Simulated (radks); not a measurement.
Task: Zn25+, configuration [He] 2s2 2p1. Method: scalar-relativistic Kohn-Sham, LDA (Slater exchange, VWN5 correlation), spin-polarised, spherical densities, finite nucleus; open shells are filled with parallel spins first; Fermi nuclear charge, rms radius 3.9283 fm; computed with a radial shooting solver on a logarithmic mesh with Libxc functionals. Some entries of the table are withheld. Estimate them.

| orbital | occ. | eigenvalue (hartree) | <r^2> (bohr^2) |
|---|---|---|---|
| 1s up | 1 | (1) | (2) |
| 1s down | 1 | (3) | (4) |
| 2s up | 1 | -92.20205 | 0.05135 |
| 2s down | 1 | -91.67798 | 0.05163 |
| 2p up | 1 | (5) | 0.03886 |
| 2p down | 0 | (6) | 0.03913 |

Result: 
(1) 1s up eigenvalue (hartree): -410.5257
(2) 1s up <r^2> (bohr^2): 0.003378
(3) 1s down eigenvalue (hartree): -410.2081
(4) 1s down <r^2> (bohr^2): 0.003372
(5) 2p up eigenvalue (hartree): -88.71425
(6) 2p down eigenvalue (hartree): -88.07351
